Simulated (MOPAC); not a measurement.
MOPAC input (PM3):

```
PM3 FORCE THERMO(298,298) PRECISE LET CHARGE=1 GEO-OK AUX(PRECISION=9) THREADS=1
HBClO

B     0.36048695 1   -0.20892661 1   -0.15570417 1
O     1.37202594 1   -0.47053150 1   -0.90857075 1
Cl   -0.83173835 1    0.34916294 1    0.48857830 1
H     1.96368291 1   -1.20014552 1   -0.78777481 1
```

Output:

```
 *******************************************************************************
 **                                                                           **
 **                              MOPAC v23.2.5                                **
 **                                                                           **
 *******************************************************************************
 ** MOPAC's Digital Object Identifier: https://doi.org/10.5281/zenodo.6511958 **
 **                                                                           **
 ** Please cite the open-source release paper for use of this MOPAC version:  **
 ** J. E. Moussa and J. J. P. Stewart (2026)                                  **
 ** MOPAC: An open-source semiempirical molecular orbital program             **
 ** J. Open Source Softw., 11(119), 8025, https://doi.org/10.21105/joss.08025 **
 *******************************************************************************

                              PM3 CALCULATION RESULTS

 *******************************************************************************
 *  PM3        - The PM3 Hamiltonian to be used
 *  GEO-OK     - OVERRIDE INTERATOMIC DISTANCE AND OTHER SAFETY CHECKS
 *
 *
 *
 *                 CHARGE ON SYSTEM = +1
 *
 *
 *
 *  LET        - OVERRIDE SOME SAFETY CHECKS
 *  PRECISE    - TIGHTER CRITERIA TO BE USED
 *  FORCE      - FORCE CALCULATION SPECIFIED
 *  AUX        - OUTPUT AUXILIARY INFORMATION
 *  THERMO     - THERMODYNAMIC QUANTITIES TO BE CALCULATED
 *******************************************************************************
PM3 FORCE THERMO(298,298) PRECISE LET CHARGE=1 GEO-OK AUX(PRECISION=9) THREADS=1
 HBClO

   ATOM   CHEMICAL          X               Y               Z
  NUMBER   SYMBOL      (ANGSTROMS)     (ANGSTROMS)     (ANGSTROMS)

     1       B          0.36048695  *  -0.20892661  *  -0.15570417  *
     2       O          1.37202594  *  -0.47053150  *  -0.90857075  *
     3      Cl         -0.83173835  *   0.34916294  *   0.48857830  *
     4       H          1.96368291  *  -1.20014552  *  -0.78777481  *

          CARTESIAN COORDINATES

    NO.       ATOM           X           Y           Z

     1         B          0.3605     -0.2089     -0.1557
     2         O          1.3720     -0.4705     -0.9086
     3        Cl         -0.8317      0.3492      0.4886
     4         H          1.9637     -1.2001     -0.7878

  H: (PM3): J. J. P. STEWART, J. COMP. CHEM. 10, 209 (1989).
  B: (PM3): J. J. P. STEWART, J. MOL. MOD., 10, 155-164 (2004)
  O: (PM3): J. J. P. STEWART, J. COMP. CHEM. 10, 209 (1989).
 Cl: (PM3): J. J. P. STEWART, J. COMP. CHEM. 10, 209 (1989).

           Empirical Formula: H O B Cl  =     4 atoms

      MOLECULAR POINT GROUP   :   Cs

      RHF CALCULATION, NO. OF DOUBLY OCCUPIED LEVELS = 8

          HEAT OF FORMATION =     100.670613 KCALS/MOLE

          CARTESIAN COORDINATE DERIVATIVES

   NUMBER  ATOM         X            Y            Z

     1       B      0.007417     0.003298    -0.000000
     2       O      0.009671    -0.007453     0.000000
     3      Cl     -0.014113     0.000076     0.000000
     4       H     -0.002975     0.004079     0.000000

 DIPOLE           X         Y         Z       TOTAL
 POINT-CHG.    -5.003     0.796    -0.000     5.066
 HYBRID         1.632    -0.788     0.000     1.812
 SUM           -3.371     0.009    -0.000     3.371

          GRADIENT NORM =   0.02097

          MOLECULAR WEIGHT =   63.27

          ROTATIONAL CONSTANTS IN CM(-1)

          A =   27.62205300   B =    0.18404331   C =    0.18282516

           PRINCIPAL MOMENTS OF INERTIA IN UNITS OF 10**(-40)*GRAM-CM**2

          A =        1.0134   B =      152.0987   C =      153.1121

          ORIENTATION OF MOLECULE IN FORCE CALCULATION

    NO.       ATOM         X         Y         Z

     1          B       0.4445   -0.1761    0.0000
     2          O       1.7323   -0.1761    0.0000
     3         Cl      -0.9820    0.1602    0.0000
     4          H       2.2746   -0.9525   -0.0000

    FIRST DERIVATIVES WILL BE USED IN THE CALCULATION OF SECOND DERIVATIVES

    FOR POINT-GROUP Cs   THERE ARE   2 UNIQUE SYMMETRY FUNCTIONS.

(To convert to Hartree/Bohr^2, multiply by (10^(-21) x N x a0^2)/(4.184 x 627.51) =  0.0642)

           FORCE MATRIX IN MILLIDYNES/ANGSTROM

                  B  1       O  2      Cl  3       H  4
 ------------------------------------------------------
     B    1  14.499508
     O    2   8.865352  15.423871
    Cl    3   4.895807   1.889836   6.441201
     H    4   1.026386   7.808895   0.225366   8.138696

          HEAT OF FORMATION =     100.670613 KCALS/MOLE

          ZERO POINT ENERGY      11.564 KCAL/MOL

           NORMAL COORDINATE ANALYSIS (Total motion = 1 Angstrom)

   Root No.       1         2         3         4         5         6

                 1 A'      1 A"      2 A'      3 A'      4 A'      5 A'

                 429.8     474.4     742.4     877.6    1755.3    3809.8

           1    0.0434   -0.0000    0.0927    0.0517    0.4282    0.0009
           2    0.2932   -0.0000    0.0325   -0.1543   -0.0446   -0.0024
           3    0.0000    0.2671    0.0000   -0.0000    0.0000    0.0000
           4    0.0647    0.0000    0.0741    0.1800   -0.2048    0.0362
           5   -0.0760    0.0000   -0.0706    0.0673    0.0194   -0.0462
           6    0.0000   -0.0461   -0.0000    0.0000    0.0000   -0.0000
           7   -0.0316    0.0000   -0.0797   -0.0855   -0.0289   -0.0007
           8   -0.0439    0.0000    0.0123    0.0275    0.0070    0.0002
           9   -0.0000   -0.0423    0.0000    0.0000   -0.0000   -0.0000
          10   -0.3806    0.0000    0.6327   -0.4045   -0.3257   -0.5587
          11   -0.3967    0.0000    0.3410   -0.3804   -0.0743    0.7536
          12   -0.0000   -0.6445    0.0000   -0.0000   -0.0000    0.0000

           MASS-WEIGHTED COORDINATE ANALYSIS (NORMAL COORDINATES)

   Root No.       1         2         3         4         5         6

                 1 A'      1 A"      2 A'      3 A'      4 A'      5 A'

                 429.8     474.4     742.4     877.6    1755.3    3809.8

           1    0.1157   -0.0000    0.3013    0.1399    0.8377    0.0029
           2    0.7827   -0.0000    0.1056   -0.4178   -0.0872   -0.0081
           3    0.0000    0.7740    0.0000   -0.0000    0.0000    0.0000
           4    0.2100    0.0000    0.2932    0.5932   -0.4874    0.1490
           5   -0.2466    0.0000   -0.2792    0.2219    0.0461   -0.1905
           6    0.0000   -0.1626   -0.0000    0.0000    0.0000   -0.0000
           7   -0.1527    0.0000   -0.4692   -0.4193   -0.1023   -0.0043
           8   -0.2120    0.0000    0.0722    0.1347    0.0247    0.0010
           9   -0.0000   -0.2220    0.0000    0.0000   -0.0000   -0.0000
          10   -0.3102    0.0000    0.6279   -0.3345   -0.1945   -0.5778
          11   -0.3233    0.0000    0.3385   -0.3145   -0.0444    0.7794
          12   -0.0000   -0.5703    0.0000   -0.0000   -0.0000    0.0000

          DESCRIPTION OF VIBRATIONS

 VIBRATION          1    1A'         ATOM PAIR     ENERGY CONTRIBUTION    RADIAL
 FREQUENCY           429.78         B 1 -- O 2         +50.8% (122.1%)      0.8%
 TRANSITION DIPOLE   1.4991         B 1 -- Cl3         +31.2% ( 95.7%)      0.1%
 TRAVEL (Ang.)       0.1843         O 2 -- H 4         +18.0% ( 72.6%)     20.0%
 REDUCED MASS        4.6185
 EFFECTIVE MASS     17.3356
 FORCE CONSTANT      0.5026

 VIBRATION          2    1A"         ATOM PAIR     ENERGY CONTRIBUTION    RADIAL
 FREQUENCY           474.42         B 1 -- Cl3         +44.9% ( 64.8%)      0.0%
 TRANSITION DIPOLE   1.2923         B 1 -- O 2         +41.8% ( 62.5%)      0.0%
 TRAVEL (Ang.)       0.1866         O 2 -- H 4         +13.3% ( 35.3%)      0.0%
 REDUCED MASS        4.0833
 EFFECTIVE MASS      7.2571
 FORCE CONSTANT      0.5415

 VIBRATION          3    2A'         ATOM PAIR     ENERGY CONTRIBUTION    RADIAL
 FREQUENCY           742.39         O 2 -- H 4         +48.7% (100.1%)     20.1%
 TRANSITION DIPOLE   2.4693         B 1 -- Cl3         +31.9% ( 81.0%)     92.6%
 TRAVEL (Ang.)       0.1868         B 1 -- O 2         +19.4% ( 63.1%)      0.0%
 REDUCED MASS        2.6034
 EFFECTIVE MASS     13.9469
 FORCE CONSTANT      0.8454

 VIBRATION          4    3A'         ATOM PAIR     ENERGY CONTRIBUTION    RADIAL
 FREQUENCY           877.65         O 2 -- H 4         +40.8% ( 76.4%)      0.7%
 TRANSITION DIPOLE   0.6488         B 1 -- O 2         +34.1% ( 69.8%)     33.4%
 TRAVEL (Ang.)       0.1327         B 1 -- Cl3         +25.1% ( 59.9%)     72.9%
 REDUCED MASS        4.3600
 EFFECTIVE MASS     15.0848
 FORCE CONSTANT      1.9787

 VIBRATION          5    4A'         ATOM PAIR     ENERGY CONTRIBUTION    RADIAL
 FREQUENCY          1755.32         B 1 -- O 2         +59.1% ( 96.7%)     99.0%
 TRANSITION DIPOLE   7.8057         B 1 -- Cl3         +34.4% ( 73.8%)     98.7%
 TRAVEL (Ang.)       0.0777         O 2 -- H 4          +6.5% ( 32.2%)     62.3%
 REDUCED MASS        6.3652
 EFFECTIVE MASS     11.8392
 FORCE CONSTANT     11.5553

 VIBRATION          6    5A'         ATOM PAIR     ENERGY CONTRIBUTION    RADIAL
 FREQUENCY          3809.82         O 2 -- H 4         +99.5% (100.0%)     99.9%
 TRANSITION DIPOLE   1.5758         B 1 -- O 2          +0.5% (  7.3%)     39.1%
 TRAVEL (Ang.)       0.1366
 REDUCED MASS        0.9480
 EFFECTIVE MASS      1.4083
 FORCE CONSTANT      8.1071

      SYMMETRY NUMBER FOR POINT-GROUP Cs  =  1

          SYSTEM IS A GROUND STATE

 HBClO

          MOLECULE IS NOT LINEAR

          THERE ARE  6 GENUINE VIBRATIONS IN THIS SYSTEM
          THIS THERMODYNAMICS CALCULATION IS LIMITED TO
          MOLECULES WHICH HAVE NO INTERNAL ROTATIONS

                    CALCULATED THERMODYNAMIC PROPERTIES
                                          *
   TEMP. (K)   PARTITION FUNCTION   H.O.F.    ENTHALPY  HEAT CAPACITY ENTROPY
                                   KCAL/MOL   CAL/MOLE    CAL/K/MOL  CAL/K/MOL

 298.00  VIB.     0.1328D+01                   427.5970     4.0213     1.9988
         ROT.     0.5480D+04                   888.2803     2.9808    20.0885
         INT.     0.7279D+04                  1315.8773     7.0021    22.0873
         TRA.     0.4865D+27                  1480.4672     4.9680    38.3513
         TOT.                      100.671    2796.3444    11.9701    60.4386

   *: NOTE: HEATS OF FORMATION ARE RELATIVE TO THE
            ELEMENTS IN THEIR STANDARD STATE AT 298K
              (=  Standard Enthalpy of Formation).

            Hvib:  Zero-point energy is not included.
                   frequencies of less than zero cm-1 are not included.
            Hrot = (3/2)RT
            Htra = (3/2)RT + pV = (5/2)RT

            Heat capacity is Cp, not Cv

          For more information, see: HTTP://OpenMOPAC.net/Manual/thermochemistry.html

           FORCE CONSTANT IN CARTESIAN COORDINATES (Millidynes/A)

    ATOM   CHEMICAL       X               Y               Z
   NUMBER   SYMBOL  FORCE CONSTANT  FORCE CONSTANT  FORCE CONSTANT

      1       B       14.202994        1.771484        0.857614
      2       O       13.019007        5.898374        0.056533
      3      Cl        6.131871        0.563650        0.231497
      4       H        3.137940        5.334043        0.043802

 **********************
 *                    *
 * JOB ENDED NORMALLY *
 *                    *
 **********************

 == MOPAC DONE ==
```

The dipole moment of an ion depends on the origin.
